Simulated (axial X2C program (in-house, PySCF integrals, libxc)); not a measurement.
## TiSi⁻: properties at the nuclei

Calculated with an axial X2C code built on PySCF integrals: two-component X2C with atomic mean-field Coulomb and Gaunt terms, Gaussian nuclei, basis Ti dyall-acv3z, Si dyall-av3z with contracted cores.

R = 2.323 Å (near the PBE0 minimum at charge -1 of the determinant lowest at the starting distance; the state shown can have its own minimum elsewhere).

Determinant lowest in the PBE0 search, Ω = 1/2 (⟨Sz⟩ = 0.50, ⟨Lz⟩ = 0.00 at PBE0), spin on the atoms Ti 1.07, Si -0.57:

| level | Eeff magnitude (GV/cm) | Ws magnitude Ti (kHz) | A∥/gI Ti (MHz) | qzz Ti (a.u.) | A∥/gI Si (MHz) | qzz Si (a.u.) |
| --- | --- | --- | --- | --- | --- | --- |
| PBE0 | 0.229 | 0.149 | 211 | -1.60 | 173 | -0.37 |
| LDA | 0.144 | 0.0968 | 156 | -1.47 | 104 | -0.14 |
| BP86 | 0.152 | 0.0967 | 305 | -1.64 | 99.1 | -0.12 |
| PBE50 | 0.237 | 0.149 | 85.3 | -1.73 | 209 | -0.74 |

Eeff is the effective electric field on the electron electric dipole moment in this Ω state and Ws the scalar–pseudoscalar constant of the nucleus named (defined with the proton number Z and per Ω); A∥ (defined per Ω) follows by multiplying with gI = μI/(I μN); qzz is the electric field gradient, eQq0 = 234.96 MHz × Q/barn × qzz. The operators were transformed with the bare-nucleus X2C matrices; with these basis sets, hyperfine constants and field gradients can be off by tens of per cent, and where levels differ in sign neither size nor sign is settled.

Question: With Q(47Ti) = 0.302 barn (Q from Pyykkö, Mol. Phys. 2018), turn the PBE0 values of the first state into constants in MHz.

Answer: eQq0(47Ti) = 234.96 × (0.302) × (-1.60) = -114 MHz.

Each state is one determinant with collinear spin. For an anion, determinants above electron detachment, or with a positive highest level, are held by the basis set. In the state Ω = 1/2 the atomic spins oppose each other (1.07, -0.57): a broken-symmetry determinant whose values are not spin-projected. Left out as unconverged or as another state under the same occupation: HF in at least one table. States lie within half an eV, so the first need not be the ground state. Further determinants of the search, some of them spin-mixed, are not shown. Where a field gradient or hyperfine factor spreads by more than a factor of two over the levels, a constant derived from it is not to be relied on.
